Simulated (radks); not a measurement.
Spherical quantum dot in the effective-mass picture: electrons in a parabolic well V = omega^2 r^2 / 2 with omega = 0.32, all in effective atomic units (hartree* = m*/eps^2 hartree, bohr* = eps/m* bohr), one dielectric constant everywhere. Method: non-relativistic Kohn-Sham, LDA (Slater exchange, Perdew-Wang correlation), spin-polarised, spherical densities; computed with a radial shooting solver with Libxc functionals. Levels are named by radial order and angular momentum (1s, 1p, 1d, 2s, ...), and open shells are averaged over m.

N = 36, configuration 1s2 1p6 1d10 2s2 1f14 2p(up 2, down 0). This is the lowest configuration that the search found. Occupied and some empty levels:

| level | occupation | eigenvalue (hartree*) | <r> (bohr*) |
|---|---|---|---|
| 1s up | 1 | 7.3068 | 4.052 |
| 1s down | 1 | 7.3191 | 4.199 |
| 1p up | 3 | 7.3855 | 4.942 |
| 1p down | 3 | 7.3924 | 5.006 |
| 1d up | 5 | 7.4791 | 5.502 |
| 1d down | 5 | 7.4836 | 5.522 |
| 2s up | 1 | 7.5100 | 4.468 |
| 2s down | 1 | 7.5243 | 4.376 |
| 1f up | 7 | 7.5875 | 5.908 |
| 1f down | 7 | 7.5912 | 5.909 |
| 2p up | 2 | 7.6438 | 4.870 |
| 2p down | 0 | 7.6583 | 4.884 |
| 1g up | 0 | 7.7102 | 6.230 |
| 1g down | 0 | 7.7139 | 6.226 |
| 2d up | 0 | 7.7911 | 5.307 |
| 2d down | 0 | 7.8019 | 5.351 |
| 3s up | 0 | 7.8199 | 4.869 |
| 3s down | 0 | 7.8297 | 4.859 |

Energy (hartree*): total 165.224, kinetic 8.0648, external 58.027, Hartree 107.72, exchange-correlation -8.5881.
